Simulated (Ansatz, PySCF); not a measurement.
Gas-phase reaction in SMILES: [AsH3] (AsH3) + H+ -> [AsH4+]
Geometries: B3LYP-D3(BJ)/def2-TZVP minima from Ansatz (a quantum-chemistry and plane-wave program).
Geometry of the first species:
```xyz
4

As     0.0003     0.0002     0.0708
H     -0.7759    -1.0063    -0.7723
H     -0.4876     1.1692    -0.7786
H      1.2523    -0.1682    -0.7839
```

Quantity: proton affinity (electronic energy difference), positive where the reaction releases energy, in kcal/mol. Cores are frozen in the correlated levels unless marked. No spin-orbit coupling. Frozen are the shells of the preceding noble gas and the d and f shells that filled before the atom's block. No relativistic terms. Basis-set limits of correlation are two-point, X^-3; Hartree-Fock from the larger set.

```json
[
 {"level": "HF/6-31G*", "program": "Ansatz", "proton affinity (kcal/mol)": "189.7", "minus last row": "2.7"},
 {"level": "HF/cc-pVTZ", "program": "Ansatz", "proton affinity (kcal/mol)": "192.5", "minus last row": "5.5"},
 {"level": "HF/cc-pVQZ", "program": "Ansatz", "proton affinity (kcal/mol)": "192.8", "minus last row": "5.8"},
 {"level": "PBE0/STO-3G", "program": "Ansatz", "proton affinity (kcal/mol)": "237.8", "minus last row": "50.8"},
 {"level": "BHLYP/def2-TZVPD", "program": "Ansatz", "proton affinity (kcal/mol)": "187.4", "minus last row": "0.4"},
 {"level": "TPSSh/def2-TZVPD", "program": "PySCF", "proton affinity (kcal/mol)": "188.0", "minus last row": "1.0"},
 {"level": "r2SCAN0/def2-TZVPD", "program": "Ansatz", "proton affinity (kcal/mol)": "186.2", "minus last row": "-0.8"},
 {"level": "CAM-B3LYP-D3(BJ)/def2-TZVPD", "program": "Ansatz + dftd3", "proton affinity (kcal/mol)": "184.9", "minus last row": "-2.1"},
 {"level": "LC-wPBE-D4/def2-TZVPD", "program": "Ansatz + dftd4", "proton affinity (kcal/mol)": "189.7", "minus last row": "2.7"},
 {"level": "PBE-QIDH/def2-TZVPD", "program": "Ansatz", "proton affinity (kcal/mol)": "188.0", "minus last row": "1.0"},
 {"level": "RI-MP2/cc-pVQZ", "program": "Ansatz", "proton affinity (kcal/mol)": "187.5", "minus last row": "0.5"},
 {"level": "CCSD/def2-SVP", "program": "Ansatz", "proton affinity (kcal/mol)": "189.5", "minus last row": "2.5"},
 {"level": "CCSD(T)/STO-3G", "program": "Ansatz", "proton affinity (kcal/mol)": "247.5", "minus last row": "60.5"},
 {"level": "CCSD(T)/CBS(def2-TZVPP,def2-QZVPP)", "program": "Ansatz", "proton affinity (kcal/mol)": "187.0", "minus last row": "0.0"},
 {"level": "CCSD(T)/CBS(cc-pVTZ,cc-pVQZ)", "program": "Ansatz", "proton affinity (kcal/mol)": "187.0", "minus last row": "0.0"}
]
```
